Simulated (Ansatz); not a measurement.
`C[CH2][Mg][Br]` → `[CH3][Mg][Br]` + `[CH2]` (triplet) at 500 K and 1 bar (formal loss of a carbene).

Computed with Ansatz on PBE0-D4/def2-TZVP structures; ΔE is electronic, products minus reactants. CBS: MP2 limit from def2 TZ/QZ plus the TZ coupled-cluster correction, frozen cores. This one scheme is used for every species. Triplets are unrestricted, without spin–orbit coupling. For Br, Mg outer-core shells are correlated without core-valence functions, which leaves a few kJ/mol of doubt a bond. Scalar relativity is left out up to krypton. One conformer a species, not always the lowest.

| species | CCSD(T)/CBS energy (Eh) | H − E (kJ/mol) | S (J/(mol·K)) |
| --- | --- | --- | --- |
| `C[CH2][Mg][Br]` | -2852.39929 | 210.5 | 399.9 |
| `[CH3][Mg][Br]` | -2813.14753 | 125.5 | 342.0 |
| `[CH2]` (triplet) | -39.09499 | 62.7 | 213.9 |

H − E and S are ideal-gas, rigid-rotor, harmonic terms from PBE0-D4/def2-TZVP, for one conformer and one mirror image of each species, with the whole ground term of open shells counted as degenerate. 1 Eh = 2625.50 kJ/mol, R = 8.31446 J/(mol·K).

By hand: ΔE, ΔH, ΔS and ΔG.

ΔE = (-2813.14753) + (-39.09499) − (-2852.39929) = 0.15677 Eh = 411.6 kJ/mol. Δ(H − E) = 125.5 + 62.7 − 210.5 = -22.3, so ΔH = 389.3 kJ/mol. ΔS = 342.0 + 213.9 − 399.9 = 156.0 J/(mol·K). ΔG = 389.3 − 500 × (156.0)/1000 = 311.3 kJ/mol.

By hand: the equilibrium constant, and the temperature at which ΔG would vanish if ΔH and ΔS stayed fixed.

log₁₀ K = −ΔG/(RT ln 10) = -32.5. ΔG = 0 at ΔH/ΔS = 2496 K.

The number of gas molecules changes by +1, which sets the sign of ΔS. A doubt of 5 kJ/mol in ΔE shifts log₁₀ K by 0.5 here. Other conformers and mirror images would add mixing entropy, several J/(mol·K) or more a flexible species. A triplet takes part, so the spin changes. These are equilibria of isolated gas molecules and say nothing of rates. Largest T1 diagnostic: 0.011 (customary marks: 0.02 for closed shells, 0.045 for open ones).
